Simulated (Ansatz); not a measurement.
CuNi₂⁺. Charge 1, multiplicity 1. Geometry PBE0-D4/def2-TZVP; atoms count from 1.

```tsv
atom	x (Å)	y (Å)	z (Å)
Ni1	-1.492	1.683	0.751
Ni2	1.500	-1.674	-0.756
Cu3	-0.008	-0.009	0.004
```

No other spin state of charge 1 was run. The geometry of the singlet was relaxed on an unsound state (restricted singlet whose occupied levels cross empty ones at other levels, untested at these). Another isomer (triplet) lies 3.91 eV lower at PBE0-D4/def2-TZVP; other spin states weren't run for this one.

Estimate the Mulliken populations from the PBE0/def2-TZVP orbitals of Ansatz.


| atom | charge (e) | d electrons |
| --- | --- | --- |
| Ni1 | 0.50 | 9.11 |
| Ni2 | 0.50 | 9.11 |
| Cu3 | 0.00 | 9.89 |
Mulliken values and Mayer orders depend strongly on the basis.

And the Mayer bond orders between bonded heavy atoms (over 0.3)?

Ni1–Cu3 0.68 (2.37 Å); Ni2–Cu3 0.68 (2.37 Å).
